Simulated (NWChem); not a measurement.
System: CHO2, doublet; SMILES O=[C]O

Input file for NWChem:

```
start job
memory heap 200 mb stack 900 mb global 1100 mb
geometry units angstroms noautosym nocenter noautoz
  O     -0.175484     1.141737     0.000000
  C      0.418896     0.103054     0.000000
  O     -0.021672    -1.147002     0.000000
  H     -1.014934    -1.136882     0.000000
end
basis spherical
  * library def2-svp
end
dft
  odft
  mult 2
  xc xpbe96 cpbe96
  iterations 150
end
property
  efieldgrad
end
task dft property
```

Excerpt of the output:

```
             Northwest Computational Chemistry Package (NWChem) 7.3.0
             --------------------------------------------------------

                             Geometry "geometry" -> ""
                             -------------------------

 Output coordinates in angstroms (scale by  1.889725989 to convert to a.u.)

  No.       Tag          Charge          X              Y              Z
 ---- ---------------- ---------- -------------- -------------- --------------
    1 O                    8.0000    -0.17548400     1.14173700     0.00000000
    2 C                    6.0000     0.41889600     0.10305400     0.00000000
    3 O                    8.0000    -0.02167200    -1.14700200     0.00000000
    4 H                    1.0000    -1.01493400    -1.13688200     0.00000000

 Effective nuclear repulsion energy (a.u.)      62.8334343133

  pbe96 is a nonlocal functional; adding pw91lda local functional.
                              NWChem Property Module
                              ----------------------

  itol2e modified to match energy
  convergence criterion.

                                 NWChem DFT Module
                                 -----------------

 Summary of "ao basis" -> "ao basis" (spherical)
 ------------------------------------------------------------------------------
       Tag                 Description            Shells   Functions and Types
 ---------------- ------------------------------  ------  ---------------------
 O                          def2-svp                 6       14   3s2p1d
 C                          def2-svp                 6       14   3s2p1d
 H                          def2-svp                 3        5   2s1p

  itol2e modified to match energy
  convergence criterion.

            General Information
            -------------------
          SCF calculation type: DFT
          Wavefunction type:  spin polarized.
          No. of atoms     :     4
          No. of electrons :    23
           Alpha electrons :    12
            Beta electrons :    11
          Charge           :     0
          Spin multiplicity:     2
          Use of symmetry is: off; symmetry adaption is: off
          Maximum number of iterations: 150
          AO basis - number of functions:    47
                     number of shells:    21
          Convergence on energy requested:  1.00D-07
          Convergence on density requested:  1.00D-05
          Convergence on gradient requested:  5.00D-04

              XC Information
              --------------
          PerdewBurkeErnzerhof Exchange Functional  1.000
            Perdew 1991 LDA Correlation Functional  1.000 local
           PerdewBurkeErnz. Correlation Functional  1.000 non-local

             Grid Information
             ----------------
          Grid used for XC integration:  fine
          Radial quadrature: Mura-Knowles
          Angular quadrature: Lebedev.
          Tag              B.-S. Rad. Rad. Pts. Rad. Cut. Ang. Pts.
          ---              ---------- --------- --------- ---------
          O                   0.60       70           8.0       590
          C                   0.70       70           7.0       590
          H                   0.35       60           7.0       590
          Grid pruning is: on
          Number of quadrature shells:   270
          Spatial weights used:  Erf1

      Superposition of Atomic Density Guess
      -------------------------------------

 Sum of atomic energies:        -187.50639728

      Non-variational initial energy
      ------------------------------

 Total energy =    -188.437333
 1-e energy   =    -381.323264
 2-e energy   =     130.052497
 HOMO         =      -0.147487
 LUMO         =       0.068601

   convergence    iter        energy       DeltaE   RMS-Dens  Diis-err
 ---------------- ----- ----------------- --------- --------- ---------
 d= 0,ls=0.0,diis     1   -188.6370641631 -2.51D+02  2.04D-02  2.53D-01
                                                     1.99D-02  2.36D-01
 d= 0,ls=0.0,diis     2   -187.8426046334  7.94D-01  1.59D-02  2.23D+00
                                                     1.65D-02  2.10D+00
 d= 0,ls=0.0,diis     3   -188.7254146727 -8.83D-01  4.84D-03  8.57D-02
                                                     3.97D-03  8.42D-02
 d= 0,ls=0.0,diis     4   -188.7508462518 -2.54D-02  1.83D-03  2.25D-02
                                                     1.49D-03  2.10D-02
 d= 0,ls=0.0,diis     5   -188.7591185973 -8.27D-03  3.76D-04  7.21D-04
                                                     3.05D-04  7.56D-04
  Resetting Diis
 d= 0,ls=0.0,diis     6   -188.7593838755 -2.65D-04  1.36D-04  2.45D-05
                                                     7.82D-05  2.36D-05
 d= 0,ls=0.0,diis     7   -188.7593960281 -1.22D-05  5.42D-05  1.19D-06
                                                     2.55D-05  8.92D-07
 d= 0,ls=0.0,diis     8   -188.7593958292  1.99D-07  2.97D-05  1.66D-06
                                                     1.88D-05  1.66D-06
 d= 0,ls=0.0,diis     9   -188.7593964494 -6.20D-07  8.84D-06  5.23D-07
                                                     8.66D-06  4.92D-07
 d= 0,ls=0.0,diis    10   -188.7593966279 -1.78D-07  3.77D-06  6.27D-08
                                                     2.67D-06  4.55D-08
 d= 0,ls=0.0,diis    11   -188.7593966469 -1.90D-08  1.04D-06  8.97D-09
                                                     1.90D-06  1.79D-08

[...]

          -----------------------
          Electric field gradient
          -----------------------

 1 a.u. = 0.324123 10**(16) esu/cm**3  ( or statvolts/cm**2 ) = 0.97174 10**(22) v/m**2

 ------------------------------------------------------------
   Atom      X         Y         Z
 ------------------------------------------------------------
    1 O   -0.33162   2.15757   0.00000
 ------------------------------------------------------------

 Electric field gradient in molecular frame (a.u.)
         XX             YY             ZZ             XY             XZ             YZ
 ------------------------------------------------------------------------------------------
        0.194974       0.043397      -0.238372       0.567895       0.000000      -0.000000

 Principal components (a.u.) and orientation
 of principal axis w.r.t. absolute frame                      Asymmetry parameter eta
 --------------------------------------------------------------------------------------
        0.692116      -0.453744      -0.238372                       0.311180

        0.752424      -0.658680       0.000000
        0.658680       0.752424      -0.000000
        0.000000       0.000000       1.000000

 ------------------------------------------------------------
   Atom      X         Y         Z
 ------------------------------------------------------------
    2 C    0.79160   0.19474   0.00000
 ------------------------------------------------------------

 Electric field gradient in molecular frame (a.u.)
         XX             YY             ZZ             XY             XZ             YZ
 ------------------------------------------------------------------------------------------
        0.337242       0.032576      -0.369818      -0.087722       0.000000      -0.000000

 Principal components (a.u.) and orientation
 of principal axis w.r.t. absolute frame                      Asymmetry parameter eta
 --------------------------------------------------------------------------------------
       -0.369818       0.360694       0.009124                       0.950657

       -0.000000       0.966071       0.258277
        0.000000      -0.258277       0.966071
        1.000000       0.000000      -0.000000

 ------------------------------------------------------------
   Atom      X         Y         Z
 ------------------------------------------------------------
    3 O   -0.04095  -2.16752   0.00000
 ------------------------------------------------------------

 Electric field gradient in molecular frame (a.u.)
         XX             YY             ZZ             XY             XZ             YZ
 ------------------------------------------------------------------------------------------
       -0.938630      -0.218354       1.156985      -0.913987       0.000000      -0.000000

 Principal components (a.u.) and orientation
 of principal axis w.r.t. absolute frame                      Asymmetry parameter eta
 --------------------------------------------------------------------------------------
       -1.560873       1.156985       0.403889                       0.482484

        0.826619       0.000000      -0.562762
        0.562762      -0.000000       0.826619
        0.000000       1.000000       0.000000

 ------------------------------------------------------------
   Atom      X         Y         Z
 ------------------------------------------------------------
    4 H   -1.91795  -2.14840   0.00000
 ------------------------------------------------------------

 Electric field gradient in molecular frame (a.u.)
         XX             YY             ZZ             XY             XZ             YZ
 ------------------------------------------------------------------------------------------
       -0.373546       0.167905       0.205641      -0.003879      -0.000000      -0.000000

 Principal components (a.u.) and orientation
 of principal axis w.r.t. absolute frame                      Asymmetry parameter eta
 --------------------------------------------------------------------------------------
       -0.373574       0.205641       0.167933                       0.100939

        0.999974      -0.000000      -0.007163
        0.007163      -0.000000       0.999974
        0.000000       1.000000       0.000000
```

Level: PBE/def2-SVP, spin-unrestricted. In the optimisation the excess spin sits in a' (Cs, its own frame). The geometry was optimised at PBE-D3(BJ)/def2-SVP, spin-unrestricted. No stability test was run on the SCF state. NWChem prints the field gradient with the sign opposite to the second derivative of the potential.
